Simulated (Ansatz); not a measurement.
`O[SiH2]B(F)Br` and `O[SiH2]B(O)F` differ in one atom or group.

Ansatz, PBE0-D4/def2-TZVP geometries, multiplicity 1. Each molecule was computed in one conformer, which needn't be the lowest.

Scalar relativity is left out up to krypton.

```
                                        property  `O[SiH2]B(F)Br`
  size of the dipole moment (PBE/def2-TZVPP) / D             0.66
             HOMO energy (B3LYP/def2-TZVPP) / eV            -8.14
               HOMO energy (PBE/def2-TZVPP) / eV            -7.02
  zero-point energy (PBE0-D4/def2-TZVP) / kJ/mol            101.4
size of the dipole moment (B3LYP/def2-TZVPP) / D             0.60
           HOMO energy (ωB97M-V/def2-TZVPP) / eV           -10.47
```

Q: What does the change do to each property? (Best estimate.)

A: Ansatz gave: 
```csv
property,`O[SiH2]B(O)F`,shift
size of the dipole moment (PBE/def2-TZVPP) / D,2.22,1.56
HOMO energy (B3LYP/def2-TZVPP) / eV,-8.02,0.12
HOMO energy (PBE/def2-TZVPP) / eV,-6.79,0.23
zero-point energy (PBE0-D4/def2-TZVP) / kJ/mol,139.2,37.8
size of the dipole moment (B3LYP/def2-TZVPP) / D,2.23,1.63
HOMO energy (ωB97M-V/def2-TZVPP) / eV,-10.44,0.03
```

With PBE0 the HOMO rises by 0.13 eV and the LUMO rises by 1.37 eV, so the gap widens by about 1.24 eV. PBE moves the HOMO by 0.23 eV and ωB97M-V by 0.03 eV. The zero-point energy changes by 37.8 kJ/mol with +3 modes. Dipoles are sizes alone; their direction can turn.

B3LYP here is the variant with VWN-RPA as its local correlation; programs differ in this.

Spin–orbit coupling is left out; it splits and shifts lone-pair levels of the heavy atoms by tenths of an eV.
